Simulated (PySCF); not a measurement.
Identify the unknown among the candidates.

All candidates are C7H15B.

- 13C NMR: chemical shifts (computed TMS as zero) by class: 58.5 (1 C), 33.6 (2 C), 33.0 (2 C), 31.2 (2 C) ppm [GIAO PBE0/pcSseg-1]
- Dipole: 0.84 D [wB97X-D/def2-SVPD]
- Polarisability: 94.9 au [wB97X-D/def2-SVPD]
- Triplet: lowest triplet excitation (Tamm–Dancoff): 5.19 eV [TDA wB97X-D/def2-SVPD]
- 1H NMR: chemical shifts (computed TMS as zero) by class: 7.37 (2 H), 2.14 (2 H), 1.71 (2 H), 1.58 (2 H), 1.49 (2 H), 1.45 (2 H), 1.38 (2 H), 0.19 (1 H) ppm [GIAO PBE0/pcSseg-1]
- NMR, other nuclei: isotropic shieldings of nuclei other than C and H, by class: 15 (1 B) ppm [GIAO PBE0/pcSseg-1]
- Rotational structure: rotational constants A, B, C: 2.862, 1.767, 1.230 GHz [PBE0-D3(BJ)/def2-SVP]

Gas-phase values; electronic properties from PySCF, density fitting. Levels stand in brackets. Isolated species at its PBE0-D3(BJ)/def2-SVP geometry (one conformer only). NMR classes are plain means over equivalent atoms (diastereotopic ones count apart unless rotation or inversion swaps them), as if these changed places fast.

Question: Which candidate is it?
A. `CCCBC1CCC1`
B. `CC[C@@H]1CBCCC1`
C. `BC1CCCCCC1`
D. `C=CCB(C)CCC`

Answer: C. It is `BC1CCCCCC1`. Numbering: `[BH2:1][CH:2]1[CH2:3][CH2:4][CH2:5][CH2:6][CH2:7][CH2:8]1`. 7 carbons fall into 4 classes; from least to most shielded: ring sp3 carbon bound to boron [C2] (58.5 ppm), ring CH2 carbon [C4/C7] (33.6 ppm, 2 C, up to 6.3 ppm apart in this geometry), ring CH2 carbon [C3/C8] (33.0 ppm, 2 C, up to 2.5 ppm apart in this geometry), ring CH2 carbon [C5/C6] (31.2 ppm, 2 C, up to 7.3 ppm apart in this geometry). Hydrogen classes from least to most shielded: 2 H on a three-coordinate boron, B1 (7.37 ppm), 2 H on 2 ring CH2 carbons, C3/C8 (2.14 ppm), 2 H on 2 ring CH2 carbons, C3/C8 (1.71 ppm), 2 H on 2 ring CH2 carbons, C4/C7 (1.58 ppm, a mean of values up to 0.6 ppm apart in this geometry), 2 H on 2 ring CH2 carbons, C5/C6 (1.49 ppm, a mean of values up to 0.6 ppm apart in this geometry), 2 H on 2 ring CH2 carbons, C4/C7 (1.45 ppm, a mean of values up to 0.8 ppm apart in this geometry), 2 H on 2 ring CH2 carbons, C5/C6 (1.38 ppm), 1 H on an sp3 carbon bound to boron, C2 (0.19 ppm). The other shieldings belong to: 15 ppm, three-coordinate boron [B1]. The optimised geometry has point group C1 and is an asymmetric top.

The others, at the same levels:
- `CCCBC1CCC1` fails: it has 6 carbon classes against 4; its computed 13C shifts are 40.7 (1 C), 34.5 (1 C), 26.8 (2 C), 23.9 (1 C), 22.6 (1 C), 19.2 (1 C) ppm, 1H shifts are 7.40 (1 H), 2.11 (1 H), 2.08 (1 H), 2.02 (2 H), 1.92 (2 H), 1.66 (2 H), 1.65 (1 H), 1.29 (2 H), 0.85 (3 H) ppm and static isotropic polarisability is 96.8 au (against 94.9 au).
- `CC[C@@H]1CBCCC1` fails: it has 7 carbon classes against 4; its computed 13C shifts are 39.9 (1 C), 38.2 (1 C), 35.8 (1 C), 33.2 (1 C), 30.7 (1 C), 25.6 (1 C), 13.8 (1 C) ppm, 1H shifts are 7.60 (1 H), 2.06 (1 H), 2.06 (1 H), 1.92 (1 H), 1.83 (1 H), 1.36 (1 H), 1.33 (1 H), 1.04 (1 H), 1.01 (3 H), 0.88 (1 H), 0.73 (1 H), 0.58 (1 H), 0.45 (1 H) ppm and lowest triplet excitation (Tamm–Dancoff) is 5.46 eV (against 5.19 eV).
- `C=CCB(C)CCC` fails: it has 7 carbon classes against 4; its computed 13C shifts are 147.3 (1 C), 120.4 (1 C), 41.9 (1 C), 34.9 (1 C), 21.4 (1 C), 19.0 (1 C), 12.3 (1 C) ppm, 1H shifts are 6.09 (1 H), 5.21 (1 H), 5.08 (1 H), 2.22 (2 H), 1.30 (2 H), 1.20 (2 H), 0.99 (3 H), 0.87 (3 H) ppm and lowest triplet excitation (Tamm–Dancoff) is 4.42 eV (against 5.19 eV).

Each candidate is one conformer, not necessarily the lowest. Dipoles, sizes and rotational constants follow the conformer. The torsions of the flexible species, by atom-mapped SMILES:
- `[CH3:1][CH2:2][CH2:3][BH:4][CH:5]1[CH2:6][CH2:7][CH2:8]1`: C1–C2–C3–B4 -69°, C2–C3–B4–C5 160°, C3–B4–C5–C6 131°
- `[CH2:1]=[CH:2][CH2:3][B:4]([CH3:5])[CH2:6][CH2:7][CH3:8]`: C1–C2–C3–B4 -107°, C2–C3–B4–C5 -174°, C3–B4–C6–C7 177°, B4–C6–C7–C8 179°

The conformers of `BC1CCCCCC1` and `CC[C@@H]1CBCCC1` aren't listed.
